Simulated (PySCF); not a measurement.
Species: C10H18O.
Structure used (PBE0-D3(BJ)/def2-SVP), in Å, numbered top down from 1:
```xyz
29
C10H18O angstrom
C     -1.093    1.114    2.034
C     -1.254    0.508    0.854
C     -2.115    1.040   -0.256
C     -3.164    0.006   -0.672
C     -2.521   -1.336   -1.008
C     -1.662   -1.843    0.146
C     -0.600   -0.820    0.538
O      0.275   -0.706   -0.564
C      1.468    0.023   -0.344
C      1.939    0.506   -1.701
C      2.509   -0.836    0.357
H     -1.591    2.061    2.265
H     -0.461    0.677    2.813
H     -1.469    1.256   -1.125
H     -2.589    1.987    0.044
H     -3.881   -0.128    0.157
H     -3.744    0.381   -1.531
H     -3.295   -2.079   -1.259
H     -1.882   -1.226   -1.899
H     -2.292   -2.042    1.029
H     -1.158   -2.785   -0.122
H     -0.055   -1.178    1.432
H      1.242    0.903    0.290
H      2.876    1.074   -1.615
H      1.179    1.150   -2.167
H      2.112   -0.354   -2.366
H      2.144   -1.203    1.328
H      2.761   -1.709   -0.265
H      3.429   -0.263    0.544
```

The closed-shell ground state was solved at several levels (PySCF, density fitting, gas phase, non-relativistic).

```json
{"level": "B3LYP/pcJ-1", "basis functions": "477", "total energy (Eh)": "-467.1455", "HOMO (eV)": "-6.97", "LUMO (eV)": "0.10", "gap (eV)": "7.07", "dipole (D)": "0.63"}
{"level": "PBE0/pcSseg-1", "basis functions": "277", "total energy (Eh)": "-466.4986", "HOMO (eV)": "-7.21", "LUMO (eV)": "0.31", "gap (eV)": "7.52", "dipole (D)": "0.65"}
```

What might CAM-B3LYP/def2-SVPD (367 basis functions) give for the same quantities?

Total energy -466.5439 Eh, HOMO -8.55 eV, LUMO 1.18 eV, gap 9.73 eV, dipole 0.65 D.

Over all these levels, which gives the widest orbital gap and which the narrowest?

CAM-B3LYP/def2-SVPD (range-separated hybrid) has the widest, 9.73 eV, and B3LYP/pcJ-1 (global hybrid, 20 % exact exchange) the narrowest, 7.07 eV. Functional and basis both differ between the two, so the spread mixes both effects.

How far do the dipole and the HOMO energy spread over the levels?

The dipole runs from 0.63 to 0.65 D (mean 0.64 D) and the HOMO from -8.55 to -6.97 eV.

One conformer stands for the species.
